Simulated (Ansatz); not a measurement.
C₄H₁₂Ge (SMILES [CH3][Ge]([CH3])([CH3])[CH3]), singlet, geometry from GFN2-xTB; Ansatz (a first-principles code) with R2SCAN/def2-SVP.

Input for Ansatz:
Ansatz 0.2 input:
```yaml
crystal:
  periodic: [false, false, false]
  atoms:
    - {symbol: C, position_ang: [-0.23947062, -1.06595218, -1.65989926]}
    - {symbol: Ge, position_ang: [0.00000000, 0.00000000, -0.00000000]}
    - {symbol: C, position_ang: [-0.06719706, 1.93648478, -0.44088209]}
    - {symbol: C, position_ang: [-1.45232338, -0.43786460, 1.28370447]}
    - {symbol: C, position_ang: [1.75899106, -0.43266800, 0.81707688]}
    - {symbol: H, position_ang: [-1.19574845, -0.84621800, -2.12542525]}
    - {symbol: H, position_ang: [-0.20636169, -2.12977053, -1.44389199]}
    - {symbol: H, position_ang: [0.54406792, -0.84340260, -2.37823336]}
    - {symbol: H, position_ang: [0.06161749, 2.54065356, 0.45234337]}
    - {symbol: H, position_ang: [-1.02110312, 2.19755474, -0.88962537]}
    - {symbol: H, position_ang: [0.71871324, 2.20037014, -1.14243348]}
    - {symbol: H, position_ang: [-2.42529904, -0.20948328, 0.85870428]}
    - {symbol: H, position_ang: [-1.43591229, -1.49303582, 1.54023754]}
    - {symbol: H, position_ang: [-1.34257843, 0.13361553, 2.20067303]}
    - {symbol: H, position_ang: [1.81961363, -1.48776767, 1.06718570]}
    - {symbol: H, position_ang: [2.57004324, -0.20139974, 0.13284433]}
    - {symbol: H, position_ang: [1.91294749, 0.13888367, 1.72762118]}
basis:
  gaussian:
    orbitals: def2-SVP
hamiltonian:
  xc: r2scan
```

What the program printed (banner, timings and long lists left out):

```
Functional definition: r2SCAN
1679 factors; their error is unknown
mean field evaluation 1: about -60831.2088 eV, gradient 8.9e1 eV
mean field evaluation 2: about -60820.5096 eV, gradient 1.1e2 eV
mean field evaluation 4: about -60849.7446 eV, gradient 3.5e0 eV
mean field evaluation 8: about -60849.7671 eV, gradient 1.6e-1 eV
mean field evaluation 16: about -60849.6962 eV, gradient 1.8e-5 eV
mean field -60849.69617620 eV, -2236.1850890699 hartree, gradient 1.6e-5 eV, S^2 0.000000; 0 other end points of the search recorded, 0 dependent functions left out
reference -60849.69618808 eV, -2236.1850895066 hartree; 34, 34 occupied and 114, 114 virtual orbitals, 1679 factors
Total energy: -60849.69618808 eV, -2236.1850895066 hartree
```
